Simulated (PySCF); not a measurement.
## Computed properties of C2H3N, SMILES [C-]#[N+]C

C2H3N, SMILES [C-]#[N+]C. Coordinates come from a PBE0-D3(BJ)/def2-TZVP optimisation. The values are those of a single conformer. All values are computed for the isolated molecule unless a solvent is named; none is compared with measurement here.

**Structure.** The optimised structure has C3v symmetry. All 12 harmonic modes at PBE0-D3(BJ)/def2-TZVP (PySCF) are real, so it is a minimum. With heavy atoms numbered as in [CH3:1][N+:2]#[C-:3], the shortest bond between them is N2–C3 at 1.164 Å and the longest C1–N2 at 1.409 Å.

**Vibrations.** The strongest infrared lines (harmonic, unscaled, degenerate partners summed) lie at 2269 cm⁻¹ (132 km/mol, N 54 %, C 45 %), 1484 cm⁻¹ (24 km/mol, H 97 %), 3066 cm⁻¹ (15 km/mol, H 97 %). The softest mode is at 287 cm⁻¹ and the zero-point energy is 28.4 kcal/mol.

**Electronic structure.** CAM-B3LYP/def2-TZVPD (PySCF) places the frontier levels at -10.28 and 0.60 eV, a gap of 10.88 eV, and gives a dipole moment of 3.86 D and a mean polarisability of 30.8 bohr³. PBE/def2-TZVPD (PySCF) at the same geometry gives -7.09 and -0.51 eV, so its gap is 4.30 eV narrower. An orbital gap is neither the optical nor the fundamental gap.

**Excitations.** TDDFT-B3LYP/def2-SVPD (PySCF) has S1 at 7.73 eV (160 nm, f = 0.009, weak); the most intense of the 10 singlets computed lies at 8.05 eV (f = 0.13). Strengths of degenerate partners are summed. T1 (TDA) is at 5.84 eV. TDDFT-PBE/def2-SVPD (PySCF) puts S1 at 6.79 eV. No vertical singlet excitation falls in the visible range (under 3.1 eV).

**NMR.** GIAO shifts at B3LYP/pcSseg-2 (PySCF) (non-relativistic, atoms alike by connectivity averaged): ¹³C from 25.9 to 182.2 ppm against TMS; ¹H at 3.1 ppm against TMS.
